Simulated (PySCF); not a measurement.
**Relaxation of triplet H₂RuO₂**

Level of theory: UPBE0/[Ru def2-TZVP with ECP28, O def2-TZVP, H def2-TZVP], scalar-relativistic core potentials, density fitting, no spin–orbit coupling, PySCF. A (50,194) grid was used.

A hand-made tetrahedral start, of C2v symmetry, held to at least that symmetry:

Coordinates in bohr (charge 0 multiplicity 3):
```
Ru    0.0000    0.0000    0.4137
O     0.0000    2.6386   -1.4518
O     0.0000   -2.6386   -1.4518
H     2.4226    0.0000    2.1264
H    -2.4226    0.0000    2.1264
```

What forces act on the atoms at the start (eV/Å)?


```csv
atom,Fx,Fy,Fz
Ru1,0.00,0.00,-3.27
O2,0.00,-1.04,1.38
O3,0.00,1.04,1.38
H4,0.31,0.00,0.25
H5,-0.31,0.00,0.25
```

What does it relax to?

It ends at C2v with Ru–H 1.594 Å (×2), Ru–O 1.677 Å (×2); H–Ru–H 105.3°, H–Ru–O 108.7° (×4), O–Ru–O 116.1° (after a last refinement on a finer grid). A frequency run shows 1 imaginary mode, down to 86i cm⁻¹, so it is a saddle point. Other isomers or separated fragments may lie lower.

How much energy is released, and in how many steps?

11.7 kJ/mol in 6 steps.

Open d and f shells are described by one determinant, and the ground state may have another occupation or spin.

The relaxation took 15 s on 4 threads of a shared Arm Neoverse V2 host, with 114 basis functions and 7 gradients; the process peaked at 0.8 GiB.
